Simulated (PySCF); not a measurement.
## C6H8ClSi: g tensor and hyperfine couplings

Compound: C6H8ClSi (doublet state).
Z-matrix (Å and degrees, GFN2-xTB geometry), rows numbered from 1:
```
C 
C   1  1.2266
C   2  1.3153  1  173.70
C   3  1.3000  2  164.80  1  -177.52
C   4  1.4935  3  123.51  2     0.72
Cl  5  1.8045  4  109.33  3   126.11
Si  5  1.9262  4  112.07  3  -115.55
C   7  1.8930  5  108.11  4   178.65
H   1  1.0477  2  175.17  3   175.92
H   4  1.0837  3  121.46  2  -178.55
H   5  1.0907  4  110.18  3    10.25
H   7  1.4642  5  107.16  4   -60.62
H   7  1.4675  5  106.47  4    58.10
H   8  1.0853  7  110.72  5  -178.63
H   8  1.0863  7  111.29  5    61.55
H   8  1.0868  7  111.57  5   -58.73
```

The hyperfine couplings belong to this conformer and change with its torsions.

As a line formula: `[CH]=C=C=C[C@@H](Cl)[SiH2]C` [radical].

Level of theory: UKS B3LYP, pcH-1 on C Cl H Si, non-relativistic, mean-field spin-orbit, GIAO (PySCF 2.14.0). Isolated species at its GFN2-xTB geometry (one conformer only). A GFN2-xTB geometry isn't a minimum of the functional, and hyperfine couplings can be far from their values at a DFT geometry. Stability of the SCF solution: not tested. ⟨S²⟩ is 0.778 where a pure state has 0.75.

| Quantity | Value |
| --- | --- |
| g1, g2, g3 | 2.00138, 2.00257, 2.00316 |
| g_iso | 2.00237 |
| Form of g | rhombic: the two nearest values differ by 33 % of g3 − g1 |
| ⟨S²⟩ | 0.7782 (exact 0.7500) |
| α and β electrons | 38, 37 |
| Total energy | -983.04243 Eh |

Hyperfine couplings atom by atom, in 10⁻⁴ cm⁻¹; T1 to T3 are the principal values of the dipolar part; ρ(0) is the spin density at the nucleus (1 × 10⁻⁴ cm⁻¹ = 2.998 MHz):

```tsv
atom	isotope	a_iso	of which spin–orbit	T1	T2	T3	Mulliken spin population	ρ(0) (bohr⁻³)
C1	13C	18.1	0.0	-17.1	-10.4	27.5	0.62	0.0485
C2	13C	-22.3	0.0	-7.4	-1.1	8.5	-0.27	-0.0595
C3	13C	32.5	0.0	-21.5	-15.3	36.8	0.73	0.0869
C4	13C	-13.2	0.0	-5.5	1.8	3.8	-0.15	-0.0353
C5	13C	25.3	0.0	-1.7	-1.6	3.3	0.05	0.0675
Cl6	35Cl	-0.8	0.0	-0.9	-0.1	0.9	0.00	-0.0055
Si7	29Si	1.7	0.0	-0.2	0.1	0.1	0.00	-0.0057
C8	13C	-0.1	0.0	0.0	0.0	0.1	0.00	-0.0003
H9	1H	-15.8	0.0	-7.2	-0.9	8.1	-0.03	-0.0106
H10	1H	34.1	0.0	-1.4	-1.2	2.5	0.05	0.0229
H11	1H	-1.6	0.0	-1.5	-0.3	1.8	0.00	-0.0011
H12	1H	0.0	0.0	-0.2	-0.2	0.4	0.00	0.0000
H13	1H	0.0	0.0	-0.3	-0.3	0.5	0.00	0.0000
H14	1H	0.3	0.0	-0.1	-0.1	0.2	0.00	0.0002
H15	1H	0.0	0.0	-0.1	-0.1	0.2	0.00	0.0000
H16	1H	0.1	0.0	-0.1	-0.1	0.3	0.00	0.0000
```

Largest spin populations (Mulliken): C3 (+0.73), C1 (+0.62), C2 (-0.27) and C4 (-0.15). The positive populations add up to 1.45 and the negative ones to -0.45, together 2S = 1.

Axes: g1 points within 12° of the C2–C3 bond.

Under fast tumbling the dipolar parts average out, and these isotropic splittings remain: 1 × 1H (H10, I = 1/2, 2 lines) with 3.65 mT, 1 × 1H (H9, I = 1/2, 2 lines) with 1.69 mT, 1 × 1H (H11, I = 1/2, 2 lines) with 0.17 mT and 1 × 35Cl (Cl6, I = 3/2, 4 lines) with 0.09 mT.

Main isotope only: 35Cl (natural samples also hold 24 % 37Cl, magnetic too, which adds its own pattern).

The 29Si coupling of Si7 (5.1 MHz) shows only in satellite lines or after enrichment, since that isotope makes up about 4.7 % of natural silicon.

The 13C coupling of C3 (97.6 MHz) shows only in satellite lines or after enrichment, since that isotope makes up about 1.07 % of natural carbon.

The SMILES draws the unpaired electron on C1; the largest computed Mulliken spin population is on C3 (0.73 against 0.62).
